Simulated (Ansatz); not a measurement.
Consider the ligand exchange at a B–N bond: `BN([SiH3])[SiH2]Cl` + `N=C(O)[SiH3]` → `B/N=C(/O)[SiH3]` + `[SiH3]N[SiH2]Cl`.

Calculated with Ansatz (gas phase, PBE0-D4/def2-TZVP geometries, no zero-point term in ΔE). CBS: MP2 limit from def2 TZ/QZ plus the TZ coupled-cluster correction, frozen cores. Functionals use def2-TZVPP. Each species was taken in one conformer, which may not be the lowest.

Task: Is it downhill or uphill in electronic energy at CCSD(T)/CBS, and by how much? (Estimate.)

Result: Ansatz gave: Uphill: ΔE = +3.3 kcal/mol.

Task: What do these levels give: r2SCANh-D4, B2PLYP, r2SCAN0, BHLYP, MP2/def2-TZVPP, SCS-MP2/def2-QZVPP? (Estimate.)

Result: The calculation gave: r2SCANh-D4 0.5, B2PLYP 0.8, r2SCAN0 0.9, BHLYP 0.6, MP2/def2-TZVPP 3.4, SCS-MP2/def2-QZVPP 3.3 kcal/mol.

Largest T1 diagnostic among the species: 0.015.

From BLYP to BHLYP (50 % exact exchange), in def2-TZVPP and without D4, ΔE moves by +3.3 kcal/mol. Leaving LDA and LC-ωPBE aside and taking each functional with its dispersion term where it has one, the values, not all of them listed here, spread over 3.4 kcal/mol, from BLYP-D4 to ωB97X-V. The D4 term adds +1.5 kcal/mol with B3LYP and +0.7 kcal/mol with PBE0; it sums over pairs of atoms, weighted by their polarisabilities, and B3LYP, whose exchange is more repulsive, gets the larger term.

B3LYP here is the variant with VWN-RPA as its local correlation; programs differ in this.
